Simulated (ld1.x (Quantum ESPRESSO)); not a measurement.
# Plane-wave convergence, PAW potential for neodymium (Nd)

ld1.x (Quantum ESPRESSO) 7.5 input, shortened:

```
&input
   title='Nd', zed=60., rel=1, dft='PZ', iswitch=3,
   config='[Xe] 4f4 5d0 6s1 6p0'
 /
 &inputp
   pseudotype=3, lpaw=.true., tm=.true., lloc=-1, rcloc=3.40,
   nlcc=.true., new_core_ps=.true., rcore=0.90,
   which_augfun='PSQ', rmatch_augfun_nc=.true.
 /
8
5S  1  0   2.00   0.00  1.85  2.00  0.0
6S  2  0   1.00   0.00  1.85  2.00  0.0
5P  2  1   6.00   0.00  2.40  2.70  0.0
6P  3  1   0.00   0.00  2.40  2.70  0.0
5D  3  2   0.00   0.00  3.10  3.60  0.0
5D  3  2   0.00  -0.15  3.10  3.60  0.0
4F  4  3   4.00   0.00  1.65  1.75  0.0
4F  4  3   0.00   0.85  1.65  1.75  0.0
 &test
   configts(1)='4f4 5s2 5p6 5d0 6s1 6p0'
 /
```

The pseudo-atom Hamiltonian at the reference potential is diagonalised in spherical Bessel functions j_l(qr) that vanish at 20 bohr, with q² up to the cutoff. All-electron valence levels (Ry): 5s -3.4265, 6s -0.6214, 5p -2.0717, 6p -0.3954, 5d -0.5538, 4f -0.5818.

Question: How do the lowest levels (Ry) of each channel move with the cutoff, and are there ghosts?

Answer:

| cutoff (Ry) | s #1 | s #2 | p #1 | p #2 | d #1 | f #1 | Σ f·Δε (mRy) |
| --- | --- | --- | --- | --- | --- | --- | --- |
| 8 | -3.4008 | -0.6186 | -2.0651 | -0.3700 | -0.5537 | -0.0861 | 2077.3 |
| 12 | -3.4248 | -0.6212 | -2.0714 | -0.3842 | -0.5538 | -0.0927 | 1962.0 |
| 21 | -3.4264 | -0.6214 | -2.0717 | -0.3952 | -0.5539 | -0.4133 | 674.7 |
| 30 | -3.4265 | -0.6215 | -2.0717 | -0.3954 | -0.5539 | -0.5538 | 112.0 |
| 40 | -3.4265 | -0.6215 | -2.0717 | -0.3954 | -0.5539 | -0.5783 | 14.3 |
| 50 | -3.4265 | -0.6215 | -2.0717 | -0.3954 | -0.5539 | -0.5811 | 2.8 |
| 70 | -3.4265 | -0.6215 | -2.0717 | -0.3954 | -0.5539 | -0.5817 | 0.6 |
| 90 | -3.4265 | -0.6215 | -2.0717 | -0.3954 | -0.5539 | -0.5817 | 0.3 |
| 400 | -3.4265 | -0.6215 | -2.0717 | -0.3955 | -0.5539 | -0.5818 | 0.0 |

Result: no extra level below or beside the all-electron valence levels (s, p, d, f tested); 10 mRy is reached at 45 Ry and 1 mRy at 70 Ry.

Test run stopped at test 3 of 9 (negative rho).
